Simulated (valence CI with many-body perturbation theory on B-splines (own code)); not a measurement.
**E1 transitions of Sc VIII**

Level of theory: configuration interaction combined with many-body perturbation theory (CI+MBPT): four valence electrons over a frozen Dirac-Fock core [Ne], radial functions for each j: 11 s, 11 p, 10 d, 8 f, 5 g, 2 h, with the one-electron correlation potential Σ1 (screened to all orders), the two-electron term Σ2, the three-electron term Σ3, Breit, model QED; selected single and double excitations, second order for the rest, scaled by the run's own slope (own B-spline code, finite nucleus).

Set against measurement, 25 paired levels are off by 139 cm⁻¹ on average, the worst by 511. These come from a selection out of Sugar and Corliss, J. Phys. Chem. Ref. Data 9, 473 (1980). Levels without a partner in it may be off by more. Among the levels kept, up to 620 cm⁻¹ of a level comes from second order outside the variational space, and about a tenth of that is noise between levels of different J, which matters for small intervals.

Lines 351 to 400 of 550 in falling wavelength, among levels below 756560 cm⁻¹, chosen from the strongest by gf and those to the six lowest levels. Wavelengths and rates use the calculated energies, so an error of 100 cm⁻¹ moves a line at 318.3 Å by 0.032 % and its rate by three times that or more. Electric multipoles are in the length gauge, E1 and E2 with the static RPA response of the core. Weak lines are less certain than strong ones. Lines between different terms over intervals too small for the method are left out, as are lines whose strength nearly cancels. Where a level lies close to another of its J and parity, the split of strength between their lines is uncertain. The highest levels of a list are the least certain.

Names give the largest LS component (configuration and term), which can be under half, so a name can repeat, a term be missing and a line seem to break the LS rules; names also repeat where a configuration has a term twice. Letters in brackets count levels of one name in rising energy.

```
λ vac (Å)  λ from measured levels                Upper               Lower   A (s⁻¹)  S (a.u.)
    318.5                           3s.3p2.3d 3P_2 [b]        3s.3p3 3P°_2  2.17e+10  1.73e+00
    318.4                           3s.3p2.3d 3P_2 [b]        3s.3p3 3P°_1  6.01e+09  4.79e-01
    318.3                             3p3.3d 3D°_1 [b]  3s.3p2.3d 3F_2 [a]  6.78e+09  3.24e-01
    318.3                   318.4      3s2.3p.3d 3P°_2        3s2.3p2 3P_2  1.14e+10  9.10e-01
    318.0                             3p3.3d 1D°_2 [c]  3s.3p2.3d 3F_3 [a]  3.58e+09  2.84e-01
    317.6                             3p3.3d 3P°_2 [a]            3p4 3P_1  4.10e+09  3.25e-01
    317.5                             3p3.3d 3D°_2 [b]            3p4 3P_2  1.81e+09  1.43e-01
    315.6                          3s.3p.3d2 5D°_4 [a]      3s.3p2.3d 5F_5  7.14e+09  9.98e-01
    315.6                             3p3.3d 3P°_1 [b]            3p4 3P_2  2.03e+10  9.45e-01
    315.4                   315.4      3s2.3p.3d 3P°_1        3s2.3p2 3P_2  9.27e+09  4.30e-01
    315.4                           3s.3p2.3d 1D_2 [a]        3s.3p3 1D°_2  2.21e+10  1.71e+00
    315.0                          3s.3p.3d2 5D°_3 [a]      3s.3p2.3d 5F_4  6.10e+09  6.59e-01
    315.0                              3s.3p.3d2 5P°_1      3s.3p2.3d 5D_2  8.25e+09  3.82e-01
    315.0                   315.2      3s2.3p.3d 3P°_2        3s2.3p2 3P_1  9.11e+09  7.03e-01
    314.8                           3s.3p2.3d 3P_2 [c]        3s.3p3 3S°_1  4.27e+10  3.29e+00
    314.7                              3s.3p.3d2 5P°_1      3s.3p2.3d 5D_1  1.04e+10  4.79e-01
    314.6                              3s.3p.3d2 5P°_2      3s.3p2.3d 5D_3  1.30e+10  9.96e-01
    314.5                              3s.3p.3d2 5P°_1      3s.3p2.3d 5D_0  4.64e+09  2.14e-01
    314.5                          3s.3p.3d2 5D°_2 [a]      3s.3p2.3d 5F_3  6.00e+09  4.60e-01
    314.3                              3s2.3p.3d 1D°_2        3s2.3p2 3P_2  2.31e+09  1.77e-01
    314.3                   314.5      3s2.3p.3d 1P°_1        3s2.3p2 1S_0  3.56e+10  1.64e+00
    314.2                             3p3.3d 3P°_2 [b]            3p4 3P_1  4.16e+09  3.18e-01
    314.2                             3p3.3d 3P°_2 [a]            3p4 3P_2  1.14e+10  8.73e-01
    314.0                              3s.3p.3d2 5P°_2      3s.3p2.3d 5D_2  7.93e+09  6.06e-01
    314.0                          3s.3p.3d2 5D°_1 [a]      3s.3p2.3d 5F_2  6.72e+09  3.08e-01
    313.9                          3s.3p.3d2 5D°_4 [a]      3s.3p2.3d 5F_4  3.33e+09  4.57e-01
    313.8                              3s.3p.3d2 5P°_3      3s.3p2.3d 5D_4  1.75e+10  1.87e+00
    313.7                          3s.3p.3d2 5D°_3 [a]      3s.3p2.3d 5F_3  4.06e+09  4.32e-01
    313.7                              3s.3p.3d2 5P°_2      3s.3p2.3d 5D_1  2.10e+09  1.60e-01
    313.5                          3s.3p.3d2 5D°_0 [a]      3s.3p2.3d 5F_1  1.17e+10  1.78e-01
    313.5                          3s.3p.3d2 5D°_2 [a]      3s.3p2.3d 5F_2  4.43e+09  3.36e-01
    313.3                          3s.3p.3d2 5D°_1 [a]      3s.3p2.3d 5F_1  4.70e+09  2.14e-01
    313.3                                 3s2.3d2 3P_1     3s2.3p.3d 3P°_0  1.51e+10  6.85e-01
    313.2                                 3s2.3d2 3P_1     3s2.3p.3d 1D°_2  9.15e+09  4.16e-01
    313.1                              3s.3p.3d2 5P°_3      3s.3p2.3d 5D_3  4.56e+09  4.83e-01
    313.0                           3s.3p2.3d 3P_1 [c]        3s.3p3 3S°_1  3.38e+10  1.53e+00
    313.0                                 3s2.3d2 3P_2     3s2.3p.3d 1D°_2  8.85e+09  6.70e-01
    312.6                             3p3.3d 3P°_1 [c]            3p4 3P_0  9.59e+09  4.34e-01
    312.4                           3s.3p2.3d 3P_0 [c]        3s.3p3 3S°_1  3.88e+10  5.85e-01
    312.4                                 3s2.3d2 3P_0     3s2.3p.3d 3P°_1  5.88e+10  8.85e-01
    312.2                                 3s2.3d2 3P_1     3s2.3p.3d 3P°_1  7.69e+09  3.47e-01
    312.2                   312.2      3s2.3p.3d 3P°_1        3s2.3p2 3P_1  2.45e+09  1.10e-01
    311.9                                 3s2.3d2 3P_2     3s2.3p.3d 3P°_1  1.01e+10  7.53e-01
    311.4                             3p3.3d 3P°_1 [c]            3p4 3P_1  9.60e+09  4.29e-01
    311.1                              3s2.3p.3d 1D°_2        3s2.3p2 3P_1  4.83e+09  3.59e-01
    311.1                   311.1      3s2.3p.3d 3P°_0        3s2.3p2 3P_1  2.77e+10  4.11e-01
    310.8                             3p3.3d 3P°_2 [b]            3p4 3P_2  1.45e+10  1.08e+00
    310.7                              3s.3p.3d2 5F°_4      3s.3p2.3d 5F_5  6.09e+09  8.12e-01
    310.6                             3p3.3d 3P°_0 [b]            3p4 3P_1  3.00e+10  4.45e-01
    310.5                               3s.3p2.3d 3S_1        3s.3p3 3P°_2  1.65e+10  7.31e-01
```
